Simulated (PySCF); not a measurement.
Species: C3H4BO4 (charge -1).
Z-matrix (Å and degrees, GFN2-xTB geometry), rows numbered from 1:
```
C 
B   1  1.6318
O   2  1.5195  1  110.29
C   3  1.2973  2  110.46  1   115.10
O   4  1.2174  3  125.62  2  -178.91
C   4  1.5407  3  108.48  2     1.46
O   6  1.2174  4  125.88  3   179.58
O   6  1.2973  4  108.49  3    -0.04
H   1  1.0880  2  110.90  3  -176.15
H   1  1.0887  2  111.55  3   -56.06
H   1  1.0880  2  110.84  3    64.02
H   2  1.1988  1  114.47  3  -123.98
```

The closed-shell ground state was solved at several levels (PySCF, density fitting, gas phase, non-relativistic). No diffuse functions stand in pcJ-1 and pcSseg-1, which bears on an anion's orbital energies.

```json
{"level": "B3LYP/pcJ-1", "basis functions": "256", "HOMO (eV)": "-2.75", "LUMO (eV)": "3.08", "gap (eV)": "5.83"}
{"level": "PBE0/def2-SVPD", "basis functions": "204", "HOMO (eV)": "-3.28", "LUMO (eV)": "2.97", "gap (eV)": "6.25"}
```

**Question.** What might PBE0/pcSseg-1 (156 basis functions) give for the same quantities?

**Answer.** HOMO -3.02 eV, LUMO 3.31 eV, gap 6.33 eV.

**Question.** Over all these levels, which gives the widest orbital gap and which the narrowest?

**Answer.** PBE0/pcSseg-1 (global hybrid, 25 % exact exchange) has the widest, 6.33 eV, and B3LYP/pcJ-1 (global hybrid, 20 % exact exchange) the narrowest, 5.83 eV. Functional and basis both differ between the two, so the spread mixes both effects.
